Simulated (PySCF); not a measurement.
GaCl2I, SMILES [Ga]([I])([Cl])[Cl].

Coordinates come from a PBE-D3(BJ)/def2-SVP optimisation. The def2 effective core potentials stand for the cores of I; spin–orbit coupling is left out.

All values below come from PBE-D3(BJ)/def2-SVP (PySCF).

Frequencies are harmonic and unscaled.

Computed vibrational spectrum:
```tsv
mode	ν (cm⁻¹)	IR (km/mol)	moving atoms (share of kinetic energy)
1	87	1.8	Cl 58 %, Ga 25 %, I 17 %
2	112	5.4	Cl 81 %, I 15 %
3	116	5.8	Ga 66 %, Cl 31 %
4	235	13.3	Ga 37 %, I 36 %, Cl 27 %
5	404	62.5	Cl 66 %, Ga 33 %
6	446	65.1	Cl 58 %, Ga 42 %
```
